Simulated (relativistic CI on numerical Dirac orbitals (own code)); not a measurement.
Cd³⁺: 3d photoemission

Computed with this model: Dirac-Coulomb-Breit CI, separate exchange-only KLI orbitals for each configuration, a model potential for QED, valence Slater integrals scaled by 0.8, multiplet model of photoemission in the sudden approximation; configurations [Kr] 4d9 → [Ar] 3d9 4s2 4p6 4d9; 300 K; Lorentzian 0.21 eV and Gaussian 0.5 eV FWHM. Energies are those of the free ion, without screening or charge transfer. The energies are binding energies and can lie tens of eV above those of solids. S is read from ⟨S²⟩ = S(S + 1).

Field parameters in Wybourne normalisation: Td as Oh with Dq negative (B⁴₀ = 21Dq, B⁴₄ = √(5/14) B⁴₀). The field is a parameter set, without covalency.

free ion: ground-state S = 0.50, centroid 452.68 eV. Peaks (eV, height): 448.9 (100), 450.5 (39), 451.4 (44), 453.4 (8), 456.6 (46), 457.6 (78).

Td, 10Dq = -2650 cm⁻¹: ground-state S = 0.50, centroid 452.68 eV. Peaks (eV, height): 449.0 (100), 450.6 (37), 451.5 (46), 453.6 (7), 456.8 (58), 457.7 (72).

Td, 10Dq = -7350 cm⁻¹: ground-state S = 0.50, centroid 452.68 eV. Peaks (eV, height): 449.1 (100), 450.6 (35), 451.8 (42), 457.0 (83), 457.8 (54).

Td, 10Dq = -12000 cm⁻¹: ground-state S = 0.50, centroid 452.68 eV. Peaks (eV, height): 449.1 (100), 450.6 (38), 452.1 (32), 457.1 (95), 457.8 (46).

Td, 10Dq = -16700 cm⁻¹: ground-state S = 0.50, centroid 452.68 eV. Peaks (eV, height): 449.1 (100), 450.6 (40), 451.1 (28), 452.1 (18), 452.8 (23), 457.2 (97), 459.0 (6).

Strongest unbroadened transitions for Td, 10Dq = -7350 cm⁻¹:

| Energy (eV) | Relative strength |
| --- | --- |
| 448.55 | 100.0 |
| 448.73 | 54.7 |
| 449.13 | 51.1 |
| 449.14 | 59.6 |
| 449.34 | 25.7 |
| 449.40 | 19.7 |
| 450.43 | 22.3 |
| 451.63 | 20.1 |
| 451.83 | 19.0 |
| 452.19 | 40.7 |
| 456.31 | 31.3 |
| 456.75 | 55.2 |
| 457.04 | 60.6 |
| 457.13 | 59.0 |
| 457.72 | 43.8 |
| 457.88 | 19.9 |
| 457.92 | 18.5 |
| 458.10 | 26.2 |
